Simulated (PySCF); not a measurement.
**HI: energy against distance**

Set-up: basis H aug-cc-pVDZ, I aug-cc-pVDZ-PP with ECP28; scalar-relativistic core potentials; PySCF 2.14. Energies in eV from H + I in their ground configurations at the same level. State: ¹Σ⁺ (singlet), closed shell.

All columns are PBE0. A positive dipole means H(−)I(+).

| R (Å) | E (eV) | μ (D) | Mulliken charge on H (basis-dependent) | HOMO (eV) | LUMO (eV) | Mayer bond order | ⟨S²⟩ |
| --- | --- | --- | --- | --- | --- | --- | --- |
| 1.395 | -2.605 | -0.50 | -0.10 | -7.99 | -0.23 | 1.04 | 0.00 |
| 1.460 | -3.002 | -0.49 | -0.10 | -7.97 | -0.40 | 1.05 | 0.00 |
| 1.525 | -3.227 | -0.48 | -0.10 | -7.95 | -0.63 | 1.06 | 0.00 |
| 1.573 | -3.310 | -0.48 | -0.10 | -7.94 | -0.84 | 1.07 | 0.00 |
| 1.622 | -3.333 | -0.48 | -0.09 | -7.93 | -1.07 | 1.07 | 0.00 |
| 1.671 | -3.310 | -0.48 | -0.08 | -7.92 | -1.31 | 1.07 | 0.00 |
| 1.736 | -3.221 | -0.49 | -0.07 | -7.91 | -1.64 | 1.07 | 0.00 |
| 1.817 | -3.042 | -0.49 | -0.06 | -7.90 | -2.06 | 1.07 | 0.00 |
| 1.914 | -2.762 | -0.51 | -0.04 | -7.89 | -2.54 | 1.07 | 0.00 |
| 2.044 | -2.329 | -0.53 | -0.02 | -7.87 | -3.15 | 1.06 | 0.00 |

A fit through these points gives, at Re = 1.620 Å, μ = -0.48 D and dμ/dR = -0.00341 D/Å; the reduced mass is 0.9999 u.

Q: How strong is the fundamental in the double-harmonic approximation, I = 42.26·(dμ/dR)²/μred km/mol?

A: I = 42.26·(-0.00341)²/0.9999 = 0.000491 km/mol at PBE0.

These are scalar-relativistic numbers at best; spin–orbit coupling would shift them, the dissociation energy most.
